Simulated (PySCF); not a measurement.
## Electron correlation in Xe (xenon, neutral)

[Xe], closed-shell 1S. All numbers are calculated (PySCF 2.14, the non-relativistic Hamiltonian (point nucleus), in dyall-av2z). Frozen: [Kr] 4d10; 8 electrons correlated; the 62 highest virtual orbitals of each spin left out.

MP2 pair energies summed by pair of shells (mhartree):

| pair | energy | share (%) |
| --- | --- | --- |
| 5p-5p | -92.26 | 80.3 |
| 5s-5p | -17.62 | 15.3 |
| 5s-5s | -4.99 | 4.3 |

Total MP2 correlation energy: -114.87 mhartree.

Same-spin part -30.97 and opposite-spin part -83.91 mhartree; SCS-MP2 scales them by 1/3 and 6/5 to -111.01 mhartree.
